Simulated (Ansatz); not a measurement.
Program: Ansatz. Geometries: PBE0-D4/def2-TZVP. ΔE: electronic, gas phase. CCSD(T)/CBS adds triple-zeta CCSD(T) − MP2 to the extrapolated MP2 energy (def2 sets, frozen cores). This one scheme is used for every species. Functionals use def2-TZVPP. One conformer a species, not always the lowest.

Reaction (cleavage of the Al–Al bond): `[NH2][AlH][AlH2]` + `C[Si](O)(F)F` → `C[Si](F)(F)[O][AlH2]` + `[NH2][AlH2]`

`[NH2][AlH][AlH2]`:

Cartesian coordinates in Å:
```
N -1.301 -0.698 1.040
Al -0.680 0.595 -0.004
Al 1.699 0.258 -0.985
H -0.801 -1.543 1.267
H -2.203 -0.698 1.490
H -1.672 1.824 -0.213
H 2.455 1.363 -1.852
H 2.503 -1.101 -0.742
```

`C[Si](O)(F)F`:

Cartesian coordinates in Å:
```
C 0.899 0.812 0.340
Si -0.280 -0.386 -0.387
O -1.449 -0.727 0.681
F -0.918 0.180 -1.729
F 0.460 -1.722 -0.829
H 0.386 1.738 0.607
H 1.355 0.400 1.242
H 1.692 1.049 -0.371
H -2.144 -1.343 0.445
```

`C[Si](F)(F)[O][AlH2]`:

Z-matrix (Å, degrees):
```
C
Si 1 1.837
H 1 1.092 2 110.7
H 1 1.092 2 110.7 3 120.0
H 1 1.092 2 110.7 3 -120.1
F 2 1.589 1 109.9 3 -177.7
F 2 1.589 1 109.9 3 -62.3
O 2 1.599 1 113.4 3 60.0
Al 8 1.690 2 171.6 1 -178.3
H 9 1.577 8 117.6 2 89.2
H 9 1.577 8 117.5 2 -92.4
```

`[NH2][AlH2]`:

Cartesian coordinates in Å:
```
N -0.011 -0.887 -0.305
Al 0.010 0.783 0.269
H 0.761 -1.352 -0.753
H -0.798 -1.512 -0.230
H 1.340 1.619 0.066
H -1.302 1.348 0.952
```

```csv
level,ΔE (kJ/mol)
r2SCAN-D4,-165.8
PBE,-140.2
r2SCAN,-165.1
MP2/def2-TZVPP,-176.7
SCS-MP2/def2-TZVPP,-177.3
CCSD(T)/def2-TZVPP,-164.7
HF/def2-QZVPP,-185.0
SCS-MP2/def2-QZVPP,-178.9
```

(1) What does CCSD(T)/CBS give? (Best estimate.)

Largest T1 diagnostic among the species: 0.012.

Answers

(1) Computed: -165.9 kJ/mol. The listed levels differ from it by 0.1, 25.7, 0.8, -10.8, -11.4, 1.2, -19.1, -13.0 kJ/mol.

The D4 term adds −3.4 kJ/mol with B3LYP and −1.9 kJ/mol with PBE0; it sums over pairs of atoms, weighted by their polarisabilities, and B3LYP, whose exchange is more repulsive, gets the larger term. In def2-TZVPP, CCSD(T) changes the Hartree–Fock value by +17.4 kJ/mol (the triples alone add +2.2 kJ/mol) and MP2 by +5.5 kJ/mol.

B3LYP here is the variant with VWN-RPA as its local correlation; programs differ in this.
